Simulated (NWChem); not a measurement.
System meant: ZnHSeI; SMILES [SeH][Zn][I]

NWChem input:

```
start job
memory heap 200 mb stack 900 mb global 1100 mb
geometry units angstroms noautoz
  Zn     0.016029     0.502822     0.000000
  I     -0.142531    -1.924795     0.000000
  Se     0.177557     2.784810     0.000000
  H     -1.291880     2.897667     0.000000
end
basis spherical
  * library def2-svp
end
ecp
  I library def2-ecp
end
dft
  xc xpbe96 cpbe96
  iterations 4
  mulliken
end
task dft energy
```

End of the output:

```
    Atom       Charge   Shell Charges
 -----------   ------   -------------------------------------------------------
    1 Zn  30    29.62   2.00  2.00  1.96  0.71  0.24  5.99  5.91  0.85  7.74  2.21  0.00
    2 I   25    25.21   1.25  0.73  1.08  0.82  2.77  3.18  2.50  2.83  9.47  0.56
    3 Se  34    34.17   2.00  2.00  1.96  1.11  0.66  5.99  5.80  2.04  2.55  7.82  2.04  0.21
    4 H    1     1.00   0.59  0.35  0.07

 center of mass
 --------------
 x =   0.01308210 y =  -0.09609748 z =   0.00000000

 moments of inertia (a.u.)
 ------------------
        3967.147523836427          -0.000000000000           0.000000000000
          -0.000000000000           7.718886983226           0.000000000000
           0.000000000000           0.000000000000        3974.866410819653

     Multipole analysis of the density
     ---------------------------------

     L   x y z        total         alpha         beta         nuclear
     -   - - -        -----         -----         ----         -------
     0   0 0 0     -0.000000    -45.000000    -45.000000     90.000000

     1   1 0 0     -0.215505      0.058783      0.058783     -0.333070
     1   0 1 0      0.249453    -53.284777    -53.284777    106.819007
     1   0 0 1     -0.000000     -0.000000     -0.000000      0.000000

     2   2 0 0    -42.448302    -25.016456    -25.016456      7.584609
     2   1 1 0     -1.441649      2.644646      2.644646     -6.730941
     2   1 0 1     -0.000000     -0.000000     -0.000000      0.000000
     2   0 2 0    -48.018110   -671.427813   -671.427813   1294.837515
     2   0 1 1      0.000000      0.000000      0.000000      0.000000
     2   0 0 2    -45.421570    -22.710785    -22.710785      0.000000

 ------------------------------------------------------------------------
 dft energy failed                                                                                  0
 ------------------------------------------------------------------------
 ------------------------------------------------------------------------
  current input line :
    20: task dft energy
 ------------------------------------------------------------------------
 ------------------------------------------------------------------------
 This type of error is most commonly associated with calculations not reaching convergence criteria
 ------------------------------------------------------------------------
 For more information see the NWChem manual at https://nwchemgit.github.io

0:dft energy failed:Received an Error in Communication
```

**Question.** What is wrong, and how is it mended?

**Answer.** The run did not converge; its last values are not results. Cause: the SCF was allowed too few iterations. This input runs:
```
start job
memory heap 200 mb stack 900 mb global 1100 mb
geometry units angstroms noautoz
  Zn     0.016029     0.502822     0.000000
  I     -0.142531    -1.924795     0.000000
  Se     0.177557     2.784810     0.000000
  H     -1.291880     2.897667     0.000000
end
basis spherical
  Zn library def2-svp
  I library def2-svp
  Se library def2-svp
  H library def2-svp
end
ecp
  I library def2-ecp
end
dft
  xc xpbe96 cpbe96
  iterations 150
  mulliken
end
task dft energy
```
It converges to -4478.14318 Ha (PBE/def2-SVP with def2 effective core potentials on I).
